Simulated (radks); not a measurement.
The numbers below are computed, except where a source is named.
Q: The table gives one normalised radial function P(r) = r R(r) of Hg4+ in [Xe] 4f14 5d8 (r in bohr). Level of theory: scalar-relativistic Kohn-Sham, BLYP, spin-unpolarised, spherical densities, point nucleus (a radial shooting solver on a logarithmic mesh with Libxc functionals).

r              P
0.002562   0.3549
0.003389   0.4093
0.004485   0.4575
0.005934   0.4884
0.007914   0.4848
0.01047    0.4254
0.01385    0.2884
0.01833    0.0604
0.02426   -0.2446
0.03209   -0.5609
0.0428    -0.7573
0.05664   -0.6457
0.07494   -0.1366
0.09915    0.6120
0.1312     1.1037
0.1736     0.7766
0.2315    -0.4228
0.3063    -1.5895
0.4053    -1.8474
0.5363    -1.2313
0.7096    -0.4970
0.9464    -0.1104
1.252     -0.0132
1.657     -0.0007
2.192     0.0000
2.9       0.0000
3.838     0.0000

Which n and l does it have? It may be an empty orbital.

A: n = 4, l = 0: the number of nodes gives n - l - 1 = 3, the rise at small r (about r^(l+1), flatter next to the nucleus through relativity) gives l, and the extent must fit the shell. The curve is that of 4s. 4s: eigenvalue -820.10 eV, 3 radial nodes at r = 0.0195, 0.0791, 0.212 bohr, <r> = 0.399 bohr, 90 % of the charge inside 0.572 bohr.
